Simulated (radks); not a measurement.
Values are calculated unless marked as measured or tabulated.
Effect of the nuclear size on neutral chlorine, [Ne] 3s2 3p5. Level of theory: Dirac Kohn-Sham, PBE, spin-unpolarised, spherical densities, finite nucleus; open shells are shared between the two j in proportion to 2j + 1; Fermi nuclear charge, rms radius 3.3654 fm (a radial shooting solver on a logarithmic mesh with Libxc functionals). The rms radius is varied about that value; shifts are against it.

| rms radius (fm) | total energy shift (eV) | density at nucleus (e/bohr^3) | 1s1/2 shift (meV) | 2s1/2 shift (meV) |
|---|---|---|---|---|
| 3.0087 | -0.00282 | 3601 | -1.18 | -0.087 |
| 3.1063 | -0.00208 | 3599 | -0.873 | -0.064 |
| 3.3654 | 0 | 3593 | 0.000 | 0.000 |
| 3.6817 | 0.00276 | 3587 | 1.16 | 0.085 |
| 3.7423 | 0.00331 | 3586 | 1.39 | 0.102 |

Slopes of the eigenvalues against <r^2> in GHz/fm^2, as finite differences over the two radii next to the reference (eigenvalue slopes, not the field-shift constants of lines): 1s1/2 126, 2s1/2 9.23.
